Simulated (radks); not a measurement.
All-electron atom: Os LXVIII in [He] 2s2 2p5.

Method: Dirac Kohn-Sham, LDA (Slater exchange, Perdew-Wang correlation), spin-unpolarised, spherical densities, finite nucleus; open shells are shared between the two j in proportion to 2j + 1; Fermi nuclear charge, rms radius 5.4126 fm; computed with a radial shooting solver on a logarithmic mesh with Libxc functionals.

Energy parts (eV):
| part | energy |
|---|---|
| total | -302419.12 |
| kinetic | 355729.97 |
| electron-nucleus | -673991.93 |
| Hartree | 19105.69 |
| exchange-correlation | -3262.85 |

Orbitals (lengths in bohr, moments of r in powers of bohr; r(max) is where P^2 peaks; r(90%) holds 90 % of the orbital's charge):
orbital,occ.,eigenvalue (eV),r(max),r(90%),<1/r>,small-component weight
1s1/2,2,-80164.44,0.01103,0.0323,90.43,8.26e-02
2s1/2,2,-18781.16,0.06291,0.113,22.59,1.96e-02
2p1/2,1.66667,-18372.47,0.04641,0.0992,22.50,1.95e-02
2p3/2,3.33333,-16763.89,0.05324,0.109,18.72,1.77e-02

The highest occupied level is 2p3/2 at -16763.9 eV. Summed over all electrons, <r^2> = 0.03937 bohr^2, which gives a Langevin (diamagnetic) susceptibility term of -0.0312 x 10^-6 cm^3/mol. The electron density at the nucleus is 1.614e+06 e/bohr^3. For comparison, the ionisation energy in NIST's Atomic Spectra Database is 16900 eV (theoretical). In exact Kohn-Sham theory the highest level is minus the ionisation energy, but local and semilocal functionals leave it too shallow, through self-interaction and a potential that decays too fast; potentials with the right tail come closer. The density falls to 0.001 e/bohr^3 at r = 0.30 bohr.

Beside tabulated values, note that spin-unpolarised runs miss the spin-polarisation part of the exchange energy of open shells.
